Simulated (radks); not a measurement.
Values are calculated unless marked as measured or tabulated.
Charge is removed step by step from the 3s down level of Ir54+, starting from [Ne] 3s(up 1, down 1) 3p6 3d5. Code: a radial shooting solver on a logarithmic mesh with Libxc functionals. Model: scalar-relativistic Kohn-Sham, r2SCAN, spin-polarised, spherical densities, finite nucleus; open shells are filled with parallel spins first (spin-orbit coupling, left out, can overturn this in heavy ions); meta-GGA in the generalised Kohn-Sham scheme; Fermi nuclear charge, rms radius 5.4032 fm.

| removed (e) | E - E(0) (eV) | eigenvalue (eV) | E minus straight line (eV) |
|---|---|---|---|
| 0 | 0.000 | -6209.1 | 0.000 |
| 0.1 | 621.12 | -6220.9 | -5.262 |
| 0.2 | 1243.4 | -6232.6 | -9.348 |
| 0.3 | 1866.9 | -6244.3 | -12.260 |
| 0.4 | 2491.5 | -6256.0 | -14.001 |
| 0.5 | 3117.4 | -6267.7 | -14.572 |
| 0.6 | 3744.3 | -6279.3 | -13.978 |
| 0.7 | 4372.5 | -6290.9 | -12.220 |
| 0.8 | 5001.8 | -6302.4 | -9.303 |
| 0.9 | 5632.2 | -6314.0 | -5.228 |
| 1 | 6263.9 | -6325.4 | 0.000 |

Removing the whole electron costs 6263.9 eV by Delta-SCF, against 6209.1 eV from minus the eigenvalue at the starting occupation. Slater's transition state (half an electron removed) gives 6267.7 eV. Integrating minus the eigenvalue over the occupation (Janak's theorem) gives 6267.5 eV. In this scalar-relativistic scheme the density is built from large components alone, so the theorem holds only approximately. The mean slope of the eigenvalue, de/dn, is 116 eV per electron.
